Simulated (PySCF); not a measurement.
All of these have the formula C6H9N. Level of theory: PySCF 2.14.0, density-fitted response routines, TDDFT CAM-B3LYP/def2-SVPD, vertical, gas phase, core orbitals frozen in the response. Geometries: GFN2-xTB; one conformer of each isolated species. Triplets are in the Tamm–Dancoff approximation.

A. `C#C[C@]1(C)CCN1`
B. `N#CC/C(C)=C\C`
C. `Cc1ccc(C)[nH]1`
D. `CC#CC1CNC1`

Lowest singlet levels (six at most, fewer where fewer were computed) with oscillator strengths:

1. 6.33 eV (f 0.014); 6.50 eV (f 0.003); 6.66 eV (f 0.017); 6.74 eV (f 0.001); 7.10 eV (f 0.011); 7.17 eV (f 0.011); T1 5.39 eV
2. 6.08 eV (f 0.000); 6.48 eV (f 0.000); 6.70 eV (f 0.012); 6.75 eV (f 0.003 summed over 2 states); 6.83 eV (f 0.018); 6.98 eV (f 0.001) [of 8 roots; the last level is left out, as the window may have cut its degenerate partner]; T1 5.47 eV
3. 5.30 eV (f 0.000); 6.05 eV (f 0.001); 6.07 eV (f 0.254); 6.36 eV (f 0.000); 6.67 eV (f 0.002); 6.71 eV (f 0.000); T1 4.15 eV
4. 6.74 eV (f 0.043); 6.92 eV (f 0.285); 7.42 eV (f 0.007); 7.60 eV (f 0.020); 7.75 eV (f 0.004); 7.90 eV (f 0.003); T1 4.21 eV

Question: Match each spectrum to its molecule.

Answer: 1 = A, 2 = D, 3 = C, 4 = B.
- A: S1 at 6.33 eV, HOMO→LUMO (51%), HOMO→LUMO+1 (34%); Löwdin shares by element: HOMO nitrogen 57%, carbon 20% or more (atoms not listed hold the other 23%); LUMO carbon 51% or more (atoms not listed hold the other 49%); HOMO -8.06 and LUMO 1.33 eV.
- B: S1 at 6.74 eV, HOMO→LUMO (86%); Löwdin shares by element: HOMO carbon 80% or more (atoms not listed hold the other 20%); LUMO carbon 45% or more (atoms not listed hold the other 55%); HOMO -8.63 and LUMO 0.99 eV.
- C: S1 at 5.30 eV, HOMO→LUMO (95%); Löwdin shares by element: HOMO carbon 76% or more (atoms not listed hold the other 24%); LUMO carbon 35% or more, hydrogen 19% or more (atoms not listed hold the other 46%); HOMO -6.78 and LUMO 1.28 eV; point group C2v, 3 of its 6 listed states under f = 0.0005.
- D: S1 at 6.08 eV, HOMO→LUMO+1 (63%), HOMO→LUMO (23%); Löwdin shares by element: HOMO nitrogen 55%, carbon 19% or more, hydrogen 4% or more (atoms not listed hold the other 22%); LUMO carbon 53% or more, hydrogen 7% or more (atoms not listed hold the other 41%); HOMO -7.87 and LUMO 1.28 eV.
